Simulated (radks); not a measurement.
Initial-state core-level shifts of neutral indium when its valence configuration changes from [Kr] 4d10 5s2 5p1. Method: Dirac Kohn-Sham, PBE, spin-unpolarised, spherical densities, finite nucleus; open shells fill j = l - 1/2 first; Fermi nuclear charge, rms radius 4.6156 fm; computed with a radial shooting solver on a logarithmic mesh with Libxc functionals. Shifts are changes of the shell-averaged eigenvalues in eV (positive: less bound); the change of the density at the nucleus, which sets a Mossbauer isomer shift, is in e/bohr^3, on a base of 1.748e+05.

valence                1s       3d       4s       4p  density at nucleus
4d10 5s1 5p2       -1.541   -1.519   -1.541   -1.540              -27.69
4d9 5s2 5p2        -7.003   -7.231   -6.478   -6.235              +16.85
4d10 5p3           -3.168   -3.113   -3.161   -3.158              -58.57
4d8 5s2 5p3       -14.441  -14.892  -13.150  -12.631              +34.69
4d9.5 5s2 5p1.5    -3.484   -3.595   -3.248   -3.131               +8.29
4d9 5s1 5p3        -8.602   -8.802   -8.055   -7.806              -16.38
4d10 5s1.5 5p1.5   -0.792   -0.780   -0.791   -0.791              -13.46
4d6 5s2 5p5       -30.023  -30.912  -26.473  -25.327              +73.17
4d9.5 5s1.5 5p2    -4.219   -4.322   -3.981   -3.863               -6.55
